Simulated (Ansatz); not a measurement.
Relaxation of ClH$_{3}$Sn (5 atoms, charge 0, multiplicity 1), to a largest force component of 0.03 eV/Å in at most 50 steps.

Computed with RKS PBE-D4/def2-SVP in Ansatz.

```xyz
5
Properties=species:S:1:pos:R:3
Sn -0.765 -0.382 0.890
Cl 1.210 0.046 -2.208
H 0.271 -0.824 -1.892
H -1.265 1.329 1.115
H 0.549 -0.169 2.096
```

Question: Where does it end, and by what steps?

Answer: The run converged. After 7 steps the energy has fallen by 0.212 eV; Cl2 moved furthest, 0.83 Å. Joined: Sn1–Cl2.

| step | energy less start (eV) | largest force component (eV/Å) | accepted |
| --- | --- | --- | --- |
| 0 | 0.0000 | 0.418 | yes |
| 1 | -0.0662 | 0.528 | yes |
| 2 | -0.0992 | 0.667 | yes |
| 3 | -0.1229 | 1.045 | yes |
| 4 | -0.2023 | 0.188 | yes |
| 5 | -0.2099 | 0.066 | yes |
| 6 | -0.2011 | 0.196 | no |
| 7 | -0.2116 | 0.008 | yes |

```xyz
5
Properties=species:S:1:pos:R:3
Sn -0.818 -0.415 0.913
Cl 0.847 0.092 -1.459
H 0.388 -0.890 -2.179
H -1.119 1.361 0.886
H 0.702 -0.148 1.840
```

Run time: 11 s on 1 CPU thread of a shared host.
